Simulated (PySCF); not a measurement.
# How methods differ on the ionisation energy of Xe⁴⁷⁺

Xe⁴⁷⁺ [He] 2s2 2p3 (4S) → Xe⁴⁸⁺ [He] 2s2 2p2 (3P), as a difference of total energies. All numbers are calculated (PySCF 2.14, no relativity, point nucleus, in an uncontracted even-tempered set (17 s from 24 bohr⁻², ratio 2.2; 10 p from 31 bohr⁻², ratio 2.2; 5 d from 120 bohr⁻², ratio 2.4; 5 f from 170 bohr⁻², ratio 2.4; 4 g from 260 bohr⁻², ratio 2.4)). Correlated levels: nothing frozen; virtual orbitals above 40 to 60 times the deepest correlated orbital energy dropped. The calculations carry no spin-orbit coupling.

```csv
method,ionisation energy (eV)
UHF,8366.4
LDA,8361.0
PBE,8362.2
PBE0,8363.5
r2SCAN,8366.7
TPSS,8362.0
B2PLYP,8364.7
MP2 (all electrons),8365.3
SCS-MP2 (all electrons),8364.6
```

Spin-orbit coupling is strong in these open shells (close to jj coupling). The scalar numbers leave it out and a first-order estimate fails, so it can dominate the gap to the real levels.

The gap to the reference is mostly relativistic.

For comparison: 8382 ± 4 eV (theoretical estimate listed by NIST; NIST Atomic Spectra Database, ionization energies).
